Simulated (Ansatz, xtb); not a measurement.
# Isomers of C5H7BClN in order of energy

4 gas-phase structures of C5H7BClN, from a drawn sample of its isomers (lower ones may exist). Each was relaxed with GFN2-xTB:

A. `[BH3-][n+]1ccccc1Cl`, a singlet
B. `CC#CCC#[N+][BH2-]Cl`, a singlet
C. `[BH3-][n+]1ccc(Cl)cc1`, a singlet
D. `CC#C[B@H-](Cl)[N+]#CC`, a singlet

Q: Make a reasoned guess at their ranking by r2SCAN-D4/def2-SVP//GFN2-xTB single-point energy.

A: Calculated order at r2SCAN-D4/def2-SVP//GFN2-xTB: C (0.0), A (2.1), D (16.4), B (35.2) kcal/mol.

Energies above the lowest of each column, in kcal/mol; the last columns are at r2SCAN-D4/def2-SVP geometries and were run for some of them only (a dash: not run or not comparable):

```json
{"structure": "C", "GFN2-xTB": "0.0", "HF/STO-3G": "0.0", "r2SCAN-D4/def2-SVP//GFN2-xTB": "0.0", "r2SCAN-D4/def2-SVP": "0.0", "CCSD(T)/def2-SVP + ΔMP2/def2-TZVPP": "0.0"}
{"structure": "A", "GFN2-xTB": "2.3", "HF/STO-3G": "5.1", "r2SCAN-D4/def2-SVP//GFN2-xTB": "2.1", "r2SCAN-D4/def2-SVP": "2.2", "CCSD(T)/def2-SVP + ΔMP2/def2-TZVPP": "2.9"}
{"structure": "D", "GFN2-xTB": "37.8", "HF/STO-3G": "3.9", "r2SCAN-D4/def2-SVP//GFN2-xTB": "16.4", "r2SCAN-D4/def2-SVP": "14.4", "CCSD(T)/def2-SVP + ΔMP2/def2-TZVPP": "5.6"}
{"structure": "B", "GFN2-xTB": "35.5", "HF/STO-3G": "21.0", "r2SCAN-D4/def2-SVP//GFN2-xTB": "35.2", "r2SCAN-D4/def2-SVP": "–", "CCSD(T)/def2-SVP + ΔMP2/def2-TZVPP": "–"}
```

Every level run on C puts it lowest or level with the lowest. Frequencies (GFN2-xTB) were run for A, C, D alone. ΔMP2 is the change of the MP2 energy from the smaller to the larger basis.

Over these structures GFN2-xTB departs from r2SCAN-D4/def2-SVP//GFN2-xTB by 8.0 kcal/mol on average once a common shift is removed. A GFN2-xTB relaxation took about 0.091 s and the r2SCAN-D4/def2-SVP//GFN2-xTB energy about 2.2 s on a shared host (Ansatz 0.2.0, xtb 6.7.1).
